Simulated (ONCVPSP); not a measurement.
**silicon (Si) ONCV: all-electron and pseudo phase curves**

ONCVPSP 4.0.1 input, shortened (lines: element, Z, core and valence counts, functional; n l f; lmax; l rc ep ncon nbas qcut; lloc lpopt rc5 dvloc0; l nproj debl; icmod fcfact rcfact), Wu-Cohen, scalar-relativistic:

```
  Si 14.00    1    4  -118130      upf
    1    0    2.00
    2    0    2.00
    2    1    6.00
    3    0    2.00
    3    1    2.00
    2
    0    1.00    0.00    4    8   15.90
    1    0.85    0.00    4    8   16.70
    2    1.00    0.21    4    7    9.80
    4    5    0.55    4.00
    0    2    1.20
    1    2    1.10
    2    2    1.00
    2    0.60    0.80
```

The phase is arctan(r·R′/R) of the radial function R(r), unwrapped; energies in Ha, scanned from -7 to 5 Ha. A pole is an energy at which the radial function vanishes at the test radius. The pseudo phase is shifted by a multiple of π to meet the all-electron one at the reference energy, and phase errors are pseudo minus all-electron; the curves can meet again beyond the range given. Levels narrower than the energy grid can be missing from the lists of poles.

Q: For each channel, where are the poles, and over which energies does the pseudopotential scatter like the atom?

A:

```
channel  radius (bohr)  reference energy (Ha)  poles, all-electron  poles, pseudo  unbroken range about the reference energy with phases within 0.05 rad  phase error 1 Ha above the reference energy (rad)
      s           1.01                  -0.40                -4.24          -4.24                                                        the whole range                                             +0.000
      p           0.86                  -0.15                -1.93          -1.93                                                        the whole range                                             +0.000
      d           1.01                   0.21                 none           none                                                        the whole range                                             +0.000
```

Phases in the s channel:

| E (Ha) | all-electron | pseudo |
| --- | --- | --- |
| -6.96 | 0.657 | 0.657 |
| -6.64 | 0.422 | 0.422 |
| -6.32 | 0.051 | 0.051 |
| -6.00 | -0.433 | -0.433 |
| -5.68 | -0.863 | -0.863 |
| -5.36 | -1.149 | -1.149 |
| -5.04 | -1.330 | -1.330 |
| -4.72 | -1.450 | -1.450 |
| -4.40 | -1.535 | -1.535 |
| -4.08 | -1.600 | -1.600 |
| -3.76 | -1.653 | -1.653 |
| -3.44 | -1.698 | -1.698 |
| -3.12 | -1.737 | -1.737 |
| -2.80 | -1.773 | -1.773 |
| -2.48 | -1.808 | -1.808 |
| -2.16 | -1.842 | -1.842 |
| -1.84 | -1.876 | -1.876 |
| -1.52 | -1.911 | -1.911 |
| -1.20 | -1.949 | -1.949 |
| -0.88 | -1.990 | -1.990 |
| -0.56 | -2.035 | -2.035 |
| -0.24 | -2.086 | -2.085 |
| 0.08 | -2.143 | -2.143 |
| 0.40 | -2.211 | -2.211 |
| 0.72 | -2.290 | -2.290 |
| 1.04 | -2.385 | -2.385 |
| 1.36 | -2.499 | -2.499 |
| 1.68 | -2.636 | -2.636 |
| 2.00 | -2.796 | -2.796 |
| 2.32 | -2.979 | -2.979 |
| 2.64 | -3.176 | -3.176 |
| 2.96 | -3.373 | -3.373 |
| 3.28 | -3.557 | -3.558 |
| 3.60 | -3.720 | -3.720 |
| 3.92 | -3.857 | -3.858 |
| 4.24 | -3.972 | -3.972 |
| 4.56 | -4.066 | -4.067 |
| 4.88 | -4.145 | -4.145 |
